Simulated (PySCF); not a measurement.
Functional benchmark on one molecule

Molecule: `Pc1ccccc1`, C6H7P.

Bonds (- single, = double, # triple, : aromatic): P1-C2 1.839 Å, C2:C3 1.401 Å, C3:C4 1.394 Å, C4:C5 1.394 Å, C5:C6 1.394 Å, C6:C7 1.393 Å, C7:C2 1.401 Å. P1 carries H8, H9; C3 carries H10; C4 carries H11; C5 carries H12; C6 carries H13; C7 carries H14.

Geometry PBE0-D3(BJ)/def2-SVP throughout; GIAO in PySCF, gas phase, one conformer, non-relativistic; equivalent atoms averaged; basis pcSseg-1.

Reference values (measured; S. K. Latypov et al., Phys. Chem. Chem. Phys. 2015 (author manuscript)): δ(P1) = -122.0 ppm vs 85 % H3PO4. Computed shifts are taken against H3PO4, calculated as an isolated molecule at each level.

Task: How do the functionals LDA, PBE, KT3, PBE0, B97-2, wB97X-D perform against the reference? Times are CPU seconds on 1 thread of an Arm Neoverse V1, shared host; the GGAs took longer than the global hybrids here, which isn't the general rule, and the cause wasn't traced.

Result: 
```tsv
functional	kind	P1	abs. error P	core-s
LDA	LDA	-146.2	24.2	21
PBE	GGA	-132.6	10.6	24
KT3	GGA	-119.4	2.6	24
PBE0	global hybrid	-137.2	15.2	14
B97-2	global hybrid	-129.6	7.6	14
wB97X-D	range-separated hybrid	-138.4	16.4	19
```

For $^{31}$P the closest is KT3 (2.6 ppm) and the furthest LDA (24.2 ppm). One molecule is a small sample, and vibrational and solvent effects are absent from the calculation.
